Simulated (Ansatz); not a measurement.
K4H4. Total charge 0; triplet. Geometry PBE-D4/def2-SVP, that of the charge +1 doublet.

| atom | x (Å) | y (Å) | z (Å) |
| --- | --- | --- | --- |
| K1 | -0.036 | -2.090 | -1.499 |
| K2 | 1.166 | 0.491 | 0.730 |
| K3 | 5.114 | -1.310 | -2.070 |
| K4 | -2.511 | -0.477 | 0.921 |
| H5 | -0.900 | 0.325 | -0.960 |
| H6 | -0.254 | -1.682 | 1.112 |
| H7 | -1.261 | 2.174 | 0.548 |
| H8 | -1.318 | 2.569 | 1.217 |

At PBE0-D4/def2-TZVP a singlet of charge 0 lies 0.45 eV below the triplet at the same geometry. The structure comes from a short search, and lower isomers may exist.

**Question.** Estimate the α-spin orbital energies around the gap (eV) in Ansatz with PBE-D4/def2-TZVP, r2SCAN-D4/def2-TZVP, PBE0-D4/def2-TZVP.

**Answer.** 
```csv
orbital,PBE-D4/def2-TZVP,r2SCAN-D4/def2-TZVP,PBE0-D4/def2-TZVP
HOMO−5,-17.68,-18.28,-19.66
HOMO−4,-10.63,-11.18,-12.33
HOMO−3,-4.59,-4.75,-5.70
HOMO−2,-3.72,-3.89,-4.73
HOMO−1,-2.82,-2.83,-3.22
HOMO,-1.74,-1.67,-1.94
LUMO,-1.58,-1.46,-1.16
LUMO+1,-1.52,-1.36,-1.12
LUMO+2,-0.83,-0.73,-0.38
LUMO+3,-0.81,-0.68,-0.29
LUMO+4,-0.70,-0.57,-0.25
LUMO+5,-0.14,0.10,0.41
β HOMO,-3.69,-3.88,-4.71
β LUMO,-2.10,-1.57,-1.46
```
